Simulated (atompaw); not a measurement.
What one change does to a pseudopotential (Be (Z = 4), PAW (atompaw))

Be (Z = 4), PAW, made with atompaw 4.2.0.5 (LDA (PW92), scalar-relativistic). Core none, reference 1s2 2s0.5 2p0 (charge +1.5). Waves: 1s (bound): rc 0.50 bohr; 2s (bound): rc 3.00 bohr; 2p (bound, empty): rc 3.00 bohr; 2p channel at 2.7 Ry: rc 3.00 bohr; 3d channel at 0.25 Ry: rc 3.00 bohr. Local part: bessel scheme, radius 2.00 bohr. Core correction: none. Augmentation charge: sinc compensation charge, radius 2.90 bohr; PAW radius 3.00 bohr; waves and projectors: custom rrkj gramschmidtortho.

Change: wave 1s (bound): rc 0.50 bohr becomes 1s (bound): rc 2.86 bohr.

Cutoffs: the cutoffs (Ry, on a coarse ladder) from which the occupation-weighted sum of valence levels, in a spherical-Bessel basis at the reference potential, stays within 10 and 1 mRy of its value at 400 Ry; they do not see the model core or the augmentation charge, which bear on the density cutoff.

**Question.** What does the change do?

**Answer.** The potential gets softer (180 Ry and 260 Ry → 6 Ry and 6 Ry); the range in which the s phases agree narrows (upper end 0.6 → -1.0); neither file shows a bound ghost.

```tsv
quantity	base	changed
cutoff, loose	180 Ry	6 Ry
cutoff, tight	260 Ry	6 Ry
bound ghosts	none	none
s: phases at 3.01 bohr within 0.05 rad from the reference energy up to (Ry; the scan ends near 5)	0.6	-1.0
p: phases at 3.01 bohr within 0.05 rad from the reference energy up to (Ry; the scan ends near 5)	0.2	0.2
d: phases at 3.01 bohr within 0.05 rad from the reference energy up to (Ry; the scan ends near 5)	2.8	2.8
lowest overlap eigenvalue by channel	s 0.59, p 0.74, d 1.00	s 0.76, p 0.74, d 1.00
```

 The cutoffs see the waves, projectors and local potential, not the compensation charge or the core.
